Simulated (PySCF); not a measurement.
Al(Me)(SH)2 (CH5AlS2), SMILES [CH3][Al]([SH])[SH].

Coordinates come from a PBE0-D3(BJ)/def2-SVP optimisation. The values are those of a single conformer.

These are TDDFT-PBE/def2-SVPD (PySCF 2.14.0) values and carry that method's errors.

Vertical excitations. Isolated molecule, no solvent.

Computed excitation energies, oscillator strengths and character:
| state | energy (eV) | λ (nm) | f | main pairs |
|---|---|---|---|---|
| S1 | 5.10 | 243 | 0.001 | HOMO→LUMO+1 83 %, HOMO→LUMO 17 % |
| S2 | 5.38 | 231 | 0.050 | HOMO→LUMO 70 %, HOMO→LUMO+1 15 % |
| S3 | 5.47 | 227 | 0.006 | HOMO→LUMO+2 93 % |
| S4 | 5.63 | 220 | 0.065 | HOMO−1→LUMO+1 82 %, HOMO−1→LUMO 14 % |
| S5 | 5.86 | 212 | 0.018 | HOMO−1→LUMO 74 % |
| S6 | 5.99 | 207 | 0.022 | HOMO−1→LUMO+2 92 % |
| S7 | 6.08 | 204 | 0.001 | HOMO−3→LUMO 78 % |
| S8 | 6.10 | 203 | 0.004 | HOMO−2→LUMO 94 % |
| S9 | 6.19 | 200 | 0.092 | HOMO−2→LUMO+1 87 % |
| S10 | 6.25 | 199 | 0.067 | HOMO−3→LUMO+1 68 %, HOMO→LUMO+3 15 %, HOMO−3→LUMO+2 13 % |
| T1 | 4.76 | 261 | 0 | HOMO→LUMO 94 % |
| T2 | 4.93 | 251 | 0 | HOMO→LUMO+1 94 % |
| T3 | 5.09 | 244 | 0 | HOMO−1→LUMO 92 % |
| T4 | 5.20 | 238 | 0 | HOMO→LUMO+2 96 % |
Triplets are in the Tamm–Dancoff approximation, which puts them higher than full response would, so one can lie above its singlet here.
